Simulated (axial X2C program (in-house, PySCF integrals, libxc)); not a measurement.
**Excited states of SrH⁻ by EOM-EE-CCSD**

Calculated with an axial X2C code built on PySCF integrals: two-component X2C with atomic mean-field Coulomb and Gaunt terms, Gaussian nuclei, basis Sr dyall-acv3z, H dyall-av3z with contracted cores.

R = 2.236 Å (near the PBE0 minimum at charge -1 of the determinant lowest at the starting distance; the state shown can have its own minimum elsewhere).

Hartree–Fock spinors of SrH⁻ (one of each Kramers pair; a window near the gap, which can cut inner shells):

```tsv
ω	occupied	ε (eV)	character
1/2	yes	-26.35	98% Sr p
3/2	yes	-25.15	99% Sr p
1/2	yes	-25.06	97% Sr p
1/2	yes	-5.10	65% H s, 13% Sr s, 11% Sr d
1/2	yes	-0.55	63% Sr s, 25% Sr p, 6% H s
1/2	no	1.80	100% Sr p
3/2	no	1.80	100% Sr p
1/2	no	1.85	96% Sr p, 4% Sr s
1/2	no	2.24	89% Sr s, 8% Sr p, 2% H s
1/2	no	3.28	98% Sr p
3/2	no	3.28	98% Sr p
```

Vertical excitation energies from the closed-shell determinant state of SrH⁻:

| Ω | excitation (eV) | cm⁻¹ | hole of the leading pair | particle of the leading pair | weight of the pair (for Ω = 0 its time-reversed partner can hold as much again) | singles weight |
| --- | --- | --- | --- | --- | --- | --- |
| 0⁻ | 0.719 | 5796 | 61% Sr sσ, 26% Sr pσ, 7% H sσ | 91% Sr pπ, 7% Sr dπ | 0.48 | 0.97 |
| 0⁺ | 0.719 | 5797 | 61% Sr sσ, 26% Sr pσ, 7% H sσ | 92% Sr pπ, 7% Sr dπ | 0.48 | 0.97 |
| 1 | 0.728 | 5869 | 61% Sr sσ, 26% Sr pσ, 7% H sσ | 92% Sr pπ, 7% Sr dπ | 0.49 | 0.96 |
| 2 | 0.737 | 5942 | 61% Sr sσ, 26% Sr pσ, 7% H sσ | 92% Sr pπ, 7% Sr dπ | 0.96 | 0.96 |
| 0⁻ | 1.085 | 8750 | 61% Sr sσ, 26% Sr pσ, 7% H sσ | 47% Sr pσ, 39% Sr sσ, 11% Sr dσ | 0.48 | 0.96 |
| 1 | 1.085 | 8750 | 61% Sr sσ, 26% Sr pσ, 7% H sσ | 47% Sr pσ, 39% Sr sσ, 11% Sr dσ | 0.96 | 0.96 |
| 1 | 1.148 | 9259 | 60% Sr sσ, 27% Sr pσ, 7% H sσ | 100% Sr pπ | 0.46 | 0.92 |
| 0⁻ | 1.215 | 9799 | 60% Sr sσ, 26% Sr pσ, 7% H sσ | 58% Sr sσ, 33% Sr pσ, 9% Sr dσ | 0.47 | 0.95 |
| 1 | 1.215 | 9799 | 60% Sr sσ, 26% Sr pσ, 7% H sσ | 58% Sr sσ, 33% Sr pσ, 9% Sr dσ | 0.94 | 0.95 |
| 0⁺ | 1.254 | 10118 | 60% Sr sσ, 26% Sr pσ, 7% H sσ | 90% Sr pσ, 7% Sr sσ | 0.46 | 0.92 |

This point took 27 s on 1 thread of Arm Neoverse V1, with other jobs on the host.

Reference electrons by ω block (each with its −ω partner): 1/2: 14, 3/2: 5, 5/2: 1. 12 electrons of SrH⁻ correlated (inner shells frozen), 88 natural virtual spinors (a truncated set); levels can be off by some tenths of an eV. Roots sought by Ω: (0: 5, 1: 4, 2: 3, 3: 1); the list ends where they run out and leaves out roots under 60 % singles weight. The solver can skip a root, and states that need a further excitation, which the method places far too high, are missing though they may lie low or lowest. T1 of the reference 0.032 (Lee–Taylor). The highest Hartree–Fock level of the anion lies at -0.55 eV; relaxation, partly offset by correlation, puts the detachment threshold some tenths of an eV to over one eV lower in magnitude, and states above it are held by the basis set and are not bound; that holds for every row here. Number of frozen shells: Sr 3 s, 2 p, 1 d; H none. Large amplitudes in the reference (orbital relaxation or multireference character) lower the reliability.
